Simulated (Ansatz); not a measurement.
Reaction (ligand exchange at the In–S bond): `[SH][In]([Cl])[Cl]` + HCl → `[Cl][In]([Cl])[Cl]` + H₂S

Isolated molecules relaxed with PBE0-D4/def2-TZVP in Ansatz; ΔE leaves out vibrations. CCSD(T)/CBS is the MP2 limit (def2-TZVPP, def2-QZVPP) plus CCSD(T) − MP2 in def2-TZVPP, frozen cores. This one scheme is used for every species. DFT in def2-TZVPP. Elements past krypton have def2 core potentials. For In outer-core shells are correlated without core-valence functions, which leaves a few kJ/mol of doubt a bond. Each species was taken in one conformer, which may not be the lowest.

(1) Is it downhill or uphill in electronic energy at CCSD(T)/CBS, and by how much? (Best estimate.)

(2) What do these levels give: BLYP-D4, r2SCANh-D4, PBE, HF/def2-QZVPP, MP2/def2-QZVPP, HF/CBS(def2)? (Estimate.)

Largest T1 diagnostic among the species: 0.013.

Answers

(1) The calculation gave: Downhill: ΔE = -14.3 kJ/mol.

(2) Computed: BLYP-D4 -14.0, r2SCANh-D4 -15.0, PBE -11.7, HF/def2-QZVPP -30.7, MP2/def2-QZVPP -11.7, HF/CBS(def2) -30.8 kJ/mol.

From BLYP to BHLYP (50 % exact exchange), in def2-TZVPP and without D4, ΔE moves by −5.1 kJ/mol. Leaving LDA and LC-ωPBE aside and taking each functional with its dispersion term where it has one, the values, not all of them listed here, spread over 8.8 kJ/mol, from BHLYP-D4 to PBE-D4. LDA lies +5.1 kJ/mol from PBE without D4. At CCSD(T), def2-SVP lies −6.5 kJ/mol from the extrapolated value and def2-TZVPP +0.7 kJ/mol.
